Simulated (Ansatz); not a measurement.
`[SiH3][SnH2][SiH3]` + CH₄ → `[CH3][SnH2][SiH3]` + SiH₄ at 700 K and 1 bar (formal exchange of groups at the Sn–Si bond).

Program: Ansatz. Geometries: PBE0-D4/def2-TZVP. ΔE: electronic, gas phase. CCSD(T)/CBS adds triple-zeta CCSD(T) − MP2 to the extrapolated MP2 energy (def2 sets, frozen cores). This one scheme is used for every species. def2 core potentials past Kr. For Sn outer-core shells are correlated without core-valence functions, which leaves a few kJ/mol of doubt a bond.

```tsv
species	CCSD(T)/CBS energy (Eh)	H − E (kJ/mol)	S (J/(mol·K))
`[SiH3][SnH2][SiH3]`	-796.97679	253.6	512.9
CH₄	-40.46206	145.9	224.0
`[CH3][SnH2][SiH3]`	-545.95552	276.6	485.0
SiH₄	-291.46306	115.5	252.9
```

H − E and S are ideal-gas, rigid-rotor, harmonic terms from PBE0-D4/def2-TZVP. 1 Eh = 2625.50 kJ/mol, R = 8.31446 J/(mol·K).

**Question.** By hand: ΔE, ΔH, ΔS and ΔG.

**Answer.** ΔE = (-545.95552) + (-291.46306) − (-796.97679) − (-40.46206) = 0.02027 Eh = 53.2 kJ/mol. Δ(H − E) = 276.6 + 115.5 − 253.6 − 145.9 = -7.4, so ΔH = 45.8 kJ/mol. ΔS = 485.0 + 252.9 − 512.9 − 224.0 = 1.0 J/(mol·K). ΔG = 45.8 − 700 × (1.0)/1000 = 45.1 kJ/mol.

**Question.** By hand: the equilibrium constant, and the temperature at which ΔG would vanish if ΔH and ΔS stayed fixed.

**Answer.** log₁₀ K = −ΔG/(RT ln 10) = -3.4. ΔG = 0 at ΔH/ΔS = 45800 K, far beyond where these terms or the molecules hold.

The number of gas molecules stays the same, so ΔS is small and ΔH decides. A doubt of 5 kJ/mol in ΔE shifts log₁₀ K by 0.4 here. These are equilibria of isolated gas molecules and say nothing of rates. Largest T1 diagnostic: 0.013 (customary marks: 0.02 for closed shells, 0.045 for open ones).
